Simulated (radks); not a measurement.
All-electron atom: the oxygen ion O0.5+ in [He] 2p(up 2, down 2) 2s(up 1, down 0.5) (fractional occupations, a model configuration). Method: non-relativistic Kohn-Sham, PBE, spin-polarised, spherical densities, point nucleus; computed with a radial shooting solver on a logarithmic mesh with Libxc functionals.

Local quantities along the radius. ELF = 1/(1 + alpha^2) is the electron localisation function; alpha = (tau - tau_W)/tau_unif compares the Pauli kinetic energy density with that of the uniform gas (summed over spins).

```
   r/bohr * ELF (the largest magnitude, 1, reaches the edge; | marks zero)
  0.01171 |                                                      *
  0.01454 |                                                      *
   0.0179 |                                                      *
  0.02204 |                                                      *
  0.02713 |                                                      *
   0.0334 |                                                      *
  0.04113 |                                                      *
  0.05063 |                                                      *
  0.06234 |                                                      *
  0.07737 |                                                      *
  0.09526 |                                                      *
   0.1173 |                                                      *
   0.1444 |                                                      *
   0.1778 |                                                     *
   0.2189 |                                                *
   0.2695 |                             *
   0.3318 |          *
   0.4118 |      *
   0.5071 |           *
   0.6243 |                           *
   0.7686 |                                       *
   0.9464 |                                           *
    1.165 |                                           *
    1.435 |                                        *
    1.766 |                                  *
    2.192 |                     *
    2.699 |        *
    3.323 | *
    4.091 *
```

On this mesh the ELF has minima near r = 0.41 bohr, which separate the shells, and maxima near 1.1 (0.81).
